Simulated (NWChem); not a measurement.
System: MgSiH₃F; SMILES [F][Mg][SiH3]

Question: Give the equilibrium geometry at B3LYP/6-31G* (spherical d) (NWChem) as a Z-matrix, with the point group.

Answer: point group C3v; any orientation.
```
Si
H 1 1.4942
H 1 1.4942 2 106.28
H 1 1.4942 2 106.28 3 112.90
Mg 1 2.5656 2 112.52 3 -123.55
F 5 1.7448 3 156.25 1 180.00
```
